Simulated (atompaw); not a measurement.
## Building the PAW (atompaw) potential for N (PBEsol, scalar-relativistic).

* Element: nitrogen
* Generator: atompaw 4.2.0.5
* Type: PAW
* Functional: PBEsol
* Relativity: scalar-relativistic
* Frozen core: [He]
* Valence charge: 5
* Reference configuration: 2s2 2p3
* Partial waves: 2s (bound): rc 0.70 bohr; 2s channel at 0.85 Ry: rc 2.40 bohr; 2p (bound): rc 2.40 bohr; 2p channel at 4.7 Ry: rc 2.35 bohr; 3d channel at 0.15 Ry: rc 2.40 bohr
* Local potential: troulliermartins scheme with l = 3 at 0.5 Ry, radius 2.20 bohr
* Core correction: smooth core density matched at 1.25 bohr
* Augmentation charge: sinc compensation charge, radius 2.15 bohr; PAW radius 2.40 bohr; waves and projectors: custom polynom2 7 10 vanderbiltortho

All-electron outer shells of the reference configuration (PBEsol, scalar-relativistic, ld1.x):

| shell | level (eV) | outermost node (bohr) | outermost maximum (bohr) |
| --- | --- | --- | --- |
| 1s | -383.09 | – | 0.15 |
| 2s | -18.46 | 0.32 | 1.02 |
| 2p | -7.04 | – | 0.98 |

Question: Is the overlap operator S = 1 + Σ q|β⟩⟨β| positive definite (Bessel basis up to 400 Ry)?

Answer: Yes: its lowest eigenvalue is 0.44 (s channel).

A Bessel basis up to 400 Ry misses an occupied level by 0.94 Ry, so cutoffs and ghosts were not judged.
